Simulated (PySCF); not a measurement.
**Structure from 2D NMR**

Compound of formula C2H9FO2Si2. Correlations simulated from computed shifts and the bond graph:

HSQC (one-bond C–H):
| δH | δC |
| --- | --- |
| 5.31 | 95.2 |
| 3.71 | 56.9 |

COSY cross peaks (H two or three bonds apart, from the bond graph; peaks can be absent where the dihedral angle is near 90°):
| δH | δH |
| --- | --- |
| 3.99 | 3.71 |

HMBC (two and three bonds, from the bond graph):
| δH | δC |
| --- | --- |
| 5.31 | 56.9 |
| 4.85 | 95.2 |
| 3.99 | 56.9 |
| 3.71 | 95.2 |

Method: PBE0/pcSseg-1 with gauge-including orbitals, geometry from GFN2-xTB, in PySCF 2.14 (no solvent model, relativity neglected, fast rotation and ring inversion assumed for equivalent nuclei, a single conformation).

δ = σ(ref) − σ, references computed at the same level: TMS for 1H and 13C.

Exchangeable hydrogens are left out of these lists.

Work out the connectivity.

Results:

`F[SiH2]OCOC[SiH3]`.

Structure with atom numbers: `[F:1][SiH2:2][O:3][CH2:4][O:5][CH2:6][SiH3:7]`. Hydrogens are named by the atom that carries them.

- δC 95.2 is C4, an sp3 carbon bearing two oxygens (δH 5.31).
- δC 56.9 is C6, an sp3 CH2 bonded to O and Si (δH 3.71).
- COSY links 3.99–3.71.

This is the structure that produced the data.

Shifts are as computed. Against solution values, carbons near 30 ppm lie about +3 ppm off and those near 130 ppm about +5 ppm. Of 1309 compounds with measured shifts, 239 miss one by over three times the rms of a fit or turn the order of signals round; such compounds aren't used in these exercises.
